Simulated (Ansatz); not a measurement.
`[NH]=[Ta]([NH2])([F])[F]`. The species carries charge 0 and has multiplicity 1. Ta takes the def2 core potential.

```xyz
8

N    -1.400   -0.957    0.082
Ta   -0.363    0.389   -0.379
N     1.342   -0.018    0.508
F    -0.131    0.469   -2.253
F    -1.055    2.035    0.242
H    -2.085   -1.668    0.274
H     1.533   -0.822    1.084
H     2.160    0.573    0.441
```

Problem. What are the harmonic wavenumbers in cm⁻¹ at PBE0-D4/def2-TZVP (Ansatz, finite differences of forces, unscaled)? (An estimate is asked.)

Solution. The calculation gave: 171, 178, 190, 220, 244, 408, 488, 514, 584, 620, 658, 667, 705, 1014, 1553, 3571, 3679, 3691.

Problem. Is this a minimum?

Solution. Yes, all 18 modes are real.

Problem. Give the ideal-gas thermochemistry at 298.15 K and 1 bar (rigid rotor, harmonic oscillator; point group Cs, symmetry number 1).

Solution. Zero-point energy 114.6 kJ/mol; H(298) − E = 135.7 kJ/mol; entropy 352.9 J/(mol·K), of which translation 177.7, rotation 112.6, vibration 62.7; G(298) − E = 30.5 kJ/mol.

Problem. And at 400, 500, 600, 800 and 1000 K?

Solution. 
| T (K) | H − E (kJ/mol) | S (J/mol/K) | G − E (kJ/mol) |
| --- | --- | --- | --- |
| 400 | 147.7 | 387.3 | -7.3 |
| 500 | 160.5 | 415.9 | -47.5 |
| 600 | 174.1 | 440.7 | -90.3 |
| 800 | 202.8 | 482.0 | -182.7 |
| 1000 | 232.9 | 515.5 | -282.6 |

Problem. Rotational constants (cm⁻¹)?

Solution. 0.104, 0.1024, 0.09184.
